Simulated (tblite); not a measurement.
Species: C5H15NSSi.
Atom-mapped SMILES: `[CH3:1][CH:2]([CH3:3])[C@H:4]([CH3:5])[NH:6][SiH2:7][SH:8]` (hydrogens: H9, H10, H11 on C1; H12 on C2; H13, H14, H15 on C3; H16 on C4; H17, H18, H19 on C5; H20 on N6; H21, H22 on Si7; H23 on S8)

Geometry (GFN2-xTB, Å), atoms numbered from 1 in this order:
```
atom  x, y, z in Å
C1    -1.1028    1.3104   -1.1575
C2    -1.3348    0.2671   -0.0659
C3    -2.5015   -0.6382   -0.4548
C4    -0.0377   -0.5275    0.1798
C5    -0.2082   -1.6360    1.2193
N6     1.0127    0.3788    0.5866
Si7    2.6124    0.3181    0.0232
S8     3.5396    1.9597    1.0621
H9    -0.9068    0.8194   -2.1085
H10   -1.9802    1.9424   -1.2710
H11   -0.2516    1.9392   -0.9115
H12   -1.5890    0.7868    0.8658
H13   -2.7983   -1.2834    0.3673
H14   -2.2319   -1.2588   -1.3068
H15   -3.3608   -0.0318   -0.7324
H16    0.2855   -0.9761   -0.7653
H17    0.7631   -2.0734    1.4401
H18   -0.6222   -1.2295    2.1400
H19   -0.8634   -2.4206    0.8536
H20    0.7973    0.8617    1.4463
H21    2.6566    0.5846   -1.4127
H22    3.3944   -0.8820    0.3392
H23    4.7225    1.8164    0.4918
```

Calculated harmonic vibrations of the isolated species, GFN2-xTB (tblite), most abundant isotopes, no scaling. Against measured fundamentals such values can be off by several per cent, at times by over 20. Modes of hydrogen on silicon and sulfur can be 10 to 20 % off. One conformer, not necessarily the lowest.

Harmonic wavenumbers (cm⁻¹): 36.5, 42.6, 61.4, 104.5, 116.6, 195.4, 200.1, 203.5, 221.6, 274.6, 346.5, 359.1, 376.8, 415.0, 452.1, 506.4, 524.7, 528.3, 578.8, 694.4, 741.4, 820.2, 838.3, 876.9, 949.5, 961.0, 982.9, 997.3, 1032.8, 1090.1, 1145.9, 1164.3, 1176.5, 1184.3, 1246.4, 1293.8, 1318.8, 1349.4, 1381.7, 1401.1, 1406.8, 1420.0, 1490.2, 1492.5, 1497.7, 1499.8, 1506.3, 1517.9, 2204.5, 2274.6, 2496.9, 2917.5, 2935.4, 3025.8, 3027.5, 3030.5, 3032.9, 3033.6, 3039.3, 3048.8, 3050.9, 3054.4, 3441.2.

A = 2719, B = 621.9, C = 556.5 MHz; mass 149.069 u (most abundant isotopes); point group C1, symmetry number 1.

**Question.** What is the zero-point energy?

**Answer.** ½Σν̃ = 41818 cm⁻¹ = 500.26 kJ/mol.

**Question.** What is S at 200 K and 1 bar for an ideal gas of classical rigid rotors and harmonic oscillators?

**Answer.** Translation 162.97, rotation 121.44, vibration 116.15: S = 400.6 J/(mol K).

**Question.** And Cp and H(200 K) − H(0)?

**Answer.** Cp = 148.83 J/(mol K), of which vibrations give 115.58 (their classical limit is 63 R = 523.8); H(200 K) − H(0) = 18.81 kJ/mol without the zero-point energy, 12.16 from vibrations.

**Question.** Which modes carry the vibrational entropy at 200 K?

**Answer.** 36.5 cm⁻¹: 19.46; 42.6 cm⁻¹: 18.18; 61.4 cm⁻¹: 15.18; 104.5 cm⁻¹: 10.88; 116.6 cm⁻¹: 10.02; 195.4 cm⁻¹: 6.14 J/(mol K); the other 57 give 36.31 together.

**Question.** How do the functions run with temperature in this model?

**Answer.** 
| T (K) | S (J/(mol K)) | Cp (J/(mol K)) | H − H(0) (kJ/mol) | G − H(0) (kJ/mol) | ln q(vib) |
| --- | --- | --- | --- | --- | --- |
| 100 | 317.1 | 96.3 | 6.47 | -25.24 | 2.93 |
| 300 | 470.1 | 197.3 | 36.12 | -104.91 | 10.23 |
| 500 | 592.1 | 284.0 | 84.61 | -211.42 | 16.98 |
| 800 | 746.4 | 372.4 | 184.14 | -412.95 | 26.33 |
| 1000 | 834.0 | 412.3 | 262.82 | -571.16 | 32.05 |

q(vib) and H(0) count from the zero-point level.

**Question.** What must be added to the electronic energy to get the Gibbs energy at 200 K and 1 bar?

**Answer.** ZPE + [H(200 K) − H(0)] − T·S = 500.26 + 18.81 − 80.11 = 438.96 kJ/mol.

**Question.** Blend soft modes into free rotors: weight 1/[1 + (100 cm⁻¹/ν̃)⁴] for the oscillator and the rest for a rotor with moment μB/(μ + B), μ = h/(8π²ν), B = 10⁻⁴⁴ kg m². What vibrational entropy results?

**Answer.** 104.48 J/(mol K) in place of 116.15, which changes −T·S at 200 K by +2.33 kJ/mol.

Hindered rotation and anharmonicity are outside this model. Other conformers, if any are populated, would add a mixing term that is left out. The structure is chiral; the term R ln 2 for an equal mix with its mirror image is left out.

Hardware: an Arm Neoverse N1 with one thread, no GPU (shared host). Cost: 1.9 s of wall time. This covers the Hessian and the dipole derivatives.
